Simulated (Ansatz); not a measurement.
Consider the hydrogenolysis of the Si–C bond: `C[SiH](O)O[SiH](O)O` + H₂ → `O[SiH2]O[SiH](O)O` + CH₄.

Gas-phase electronic energies from Ansatz, PBE0-D4/def2-TZVP geometries. CBS: MP2 limit from def2 TZ/QZ plus the TZ coupled-cluster correction, frozen cores. This one scheme is used for every species. Functionals use def2-TZVPP. B3LYP here is the variant with VWN-RPA as its local correlation; programs differ in this. One conformer a species, not always the lowest.

```
             level  ΔE (kcal/mol)  difference from CCSD(T)/CBS
            PBE-D4           -2.2                          0.8
         r2SCAN-D4           -2.1                          0.9
           PBE0-D4           -2.8                          0.2
          B3LYP-D4           -3.5                         -0.5
           ωB97X-V           -3.2                         -0.2
           ωB97M-V           -2.6                          0.4
            B2PLYP           -4.6                         -1.6
               PBE           -3.6                         -0.6
            r2SCAN           -2.5                          0.5
              PBE0           -4.0                         -1.0
             B3LYP           -5.7                         -2.7
     HF/def2-TZVPP           -8.4                         -5.4
    MP2/def2-TZVPP           -2.4                          0.6
SCS-MP2/def2-TZVPP           -4.0                         -1.0
   CCSD/def2-TZVPP           -4.2                         -1.2
CCSD(T)/def2-TZVPP           -3.3                         -0.3
     HF/def2-QZVPP           -8.4                         -5.4
    MP2/def2-QZVPP           -2.2                          0.8
SCS-MP2/def2-QZVPP           -3.7                         -0.7
      HF/CBS(def2)           -8.4                         -5.4
     MP2/CBS(def2)           -2.1                          0.9
    CCSD/CBS(def2)           -3.8                         -0.8
       CCSD(T)/CBS           -3.0                            0
```

Largest T1 diagnostic among the species: 0.012.

In def2-TZVPP, CCSD(T) changes the Hartree–Fock value by +5.0 kcal/mol (the triples alone add +0.9 kcal/mol) and MP2 by +5.9 kcal/mol. The D4 term adds +2.2 kcal/mol with B3LYP and +1.2 kcal/mol with PBE0; it sums over pairs of atoms, weighted by their polarisabilities, and B3LYP, whose exchange is more repulsive, gets the larger term.
